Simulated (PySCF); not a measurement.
MgHI, SMILES [MgH][I].

The structure is a stationary point at B3LYP-D3(BJ)/def2-TZVP. The def2 effective core potentials stand for the cores of I; spin–orbit coupling is left out.

All values below come from TDA-ωB97X/def2-TZVPD run with PySCF.

Vertical excitations; the highest root listed may be one member of a degenerate set. Gas-phase values at a fixed geometry. State labels are in the subgroup C2v.

```tsv
state	symmetry	energy (eV)	λ (nm)	f	main pairs
S1	B2	5.57	223	0.066	HOMO→LUMO (degenerate set)
S2	B1	5.57	223	0.066	HOMO−1→LUMO (degenerate set)
S3	A2	6.10	203	0.000	HOMO→LUMO+1 43 %, HOMO−1→LUMO+2 43 %
S4	A1	6.10	203	0.000	HOMO−1→LUMO+1, HOMO→LUMO+2 (degenerate set)
S5	A2	6.10	203	0.000	HOMO−1→LUMO+2, HOMO→LUMO+1 (degenerate set)
S6	A1	6.33	196	0.037	HOMO−2→LUMO 40 %, HOMO→LUMO+2 23 %, HOMO−1→LUMO+1 23 %
S7	B1	6.34	196	0.067	HOMO−2→LUMO+1 (degenerate set)
S8	B2	6.34	196	0.067	HOMO−2→LUMO+2 (degenerate set)
S9	A1	7.10	175	1.149	HOMO−2→LUMO 50 %, HOMO→LUMO+2 18 %, HOMO−1→LUMO+1 18 %
S10	B1	7.71	161	0.002	HOMO−3→LUMO+1 33 %, HOMO−1→LUMO+3 31 %, HOMO−1→LUMO+9 23 %, HOMO−1→LUMO+12 7 %
T1	A1	5.38	231	0	HOMO−2→LUMO 82 %
T2	B1	5.42	229	0	HOMO−1→LUMO (degenerate set)
T3	B2	5.42	229	0	HOMO→LUMO (degenerate set)
T4	A1	6.00	207	0	HOMO−1→LUMO+1 41 %, HOMO→LUMO+2 41 %
```
Triplets are in the Tamm–Dancoff approximation.
